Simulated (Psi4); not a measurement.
CF$_{2}$I (SMILES F[C](F)I), doublet, at a GFN2-xTB geometry (all electrons, no relativity); Psi4 with REVPBE/6-311G**.

Here is a job for Psi4.
```
memory 2 GB

molecule mol {
0 2
  F    -1.940471   -1.042468   -0.071114
  C    -1.271159    0.029734    0.322258
  F    -1.897433    1.116629   -0.100563
  I     0.795624   -0.015959   -0.007329
}

set basis 6-311g**
set reference uks
set scf_type pk
set puream true
set d_convergence 1e-8
set dft_radial_points 99
set dft_spherical_points 590

energy('revpbe')
print_variables()
```

It wrote (shortened):

```
Traceback (most recent call last):
  File "psi4", line 375, in <module>
  File "<string>", line 30, in <module>
  File "site-packages/psi4/driver/driver.py", line 533, in energy
  File "site-packages/psi4/driver/procrouting/proc.py", line 2760, in run_scf
  File "site-packages/psi4/driver/procrouting/proc.py", line 1934, in scf_helper
  File "site-packages/psi4/driver/p4util/python_helpers.py", line 229, in _core_wavefunction_build
  File "site-packages/psi4/driver/p4util/python_helpers.py", line 169, in _pybuild_basis
  File "site-packages/psi4/driver/qcdb/libmintsbasisset.py", line 722, in pyconstruct
  File "site-packages/psi4/driver/qcdb/libmintsbasisset.py", line 976, in construct

psi4.driver.qcdb.exceptions.BasisSetNotFound: BasisSet::construct: Unable to find a basis set for atom 4 for key BASIS among:
  Shell Entries: ['I']
  Basis Sets: [('6-311G**', '6-311G**', None)]
  File Path: tmpgzg7h8r_, tmpgzg7h8r_, basis
  Input Blocks:

Printing out the relevant lines from the Psithon --> Python processed input file:
    core.set_global_option("SCF_TYPE", "pk")
    core.set_global_option("PUREAM", "true")
    core.set_global_option("D_CONVERGENCE", 1e-8)
    core.set_global_option("DFT_RADIAL_POINTS", 99)
    core.set_global_option("DFT_SPHERICAL_POINTS", 590)
--> energy('revpbe')
    print_variables()

!----------------------------------------------------------------------------------!
!                                                                                  !
!  BasisSet::construct: Unable to find a basis set for atom 4 for key BASIS among: !
!   Shell Entries: ['I']                                                           !
!   Basis Sets: [('6-311G**', '6-311G**', None)]                                   !
!   File Path: tmpgzg7h8r_,      !
!     tmpgzg7h8r_,               !
!     basis                                          !
!   Input Blocks:                                                                  !
!                                                                                  !
!----------------------------------------------------------------------------------!

QcdbException BasisSetNotFound: BasisSet::construct: Unable to find a basis set for atom 4 for key BASIS among:
  Shell Entries: ['I']
  Basis Sets: [('6-311G**', '6-311G**', None)]
  File Path: tmpgzg7h8r_, tmpgzg7h8r_, basis
  Input Blocks:
```

The program refused the input.
